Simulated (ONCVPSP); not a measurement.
# Building the ONCV potential for lead (Pb) (PBE, fully relativistic).

| Property | Result |
| --- | --- |
| Element | lead |
| Generator | ONCVPSP 4.0.1 |
| Type | optimised norm-conserving Vanderbilt (ONCV) |
| Functional | PBE |
| Relativity | fully relativistic |
| Frozen core | [Kr] 4d10 4f14 |
| Valence charge | 22 |
| Reference configuration | 5s2 5p6 5d10 6s2 6p2 |
| Partial waves | 5s+6s: rc 1.25 bohr, ncon 4, nbas 8, qcut 8.1 1/bohr, 3 projectors, debl 1.3 Ha; 5p+6p: rc 1.45 bohr, ncon 4, nbas 8, qcut 8.2 1/bohr, 2 projectors; 5d: rc 1.85 bohr, ncon 3, nbas 7, qcut 9 1/bohr, 3 projectors, debl 1.3 Ha |
| Local potential | polynomial inside 0.90 bohr (lpopt 2, dvloc0 0 Ha) |
| Core correction | none |

Open shells are filled in proportion to 2j + 1.

All-electron outer shells of the reference configuration (PBE, scalar-relativistic, ld1.x):

| shell | level (eV) | outermost node (bohr) | outermost maximum (bohr) |
| --- | --- | --- | --- |
| 4d | -402.09 | 0.19 | 0.39 |
| 5s | -144.16 | 0.45 | 0.79 |
| 4f | -132.89 | – | 0.35 |
| 5p | -85.83 | 0.49 | 0.88 |
| 5d | -21.18 | 0.52 | 1.07 |
| 6s | -12.04 | 1.01 | 1.95 |
| 6p | -3.50 | 1.18 | 2.67 |

(1) Estimate the cutoffs (Ha) at which the residual kinetic energy of the hardest occupied pseudo-wave falls to 1 and 0.1 mHa per electron.

(2) Does the potential have ghost states?

(3) Tests: 5s2 5p6 5d10 6s2 6p1; 5s2 5p6 5d10 6s2 6p0; 5s2 5p6 5d10 6s1 6p0; 5s2 5p6 5d10 6s1 6p2. Which has the largest error in its energy relative to the reference configuration, and how large is it?

## Answers

(1) 31 Ha and 98 Ha.

(2) No bound ghost flagged; GHOST(+) flags only above 600 eV.

(3) 5s2 5p6 5d10 6s1 6p0, with -0.9 meV (all-electron minus pseudo) on +52.71 eV.
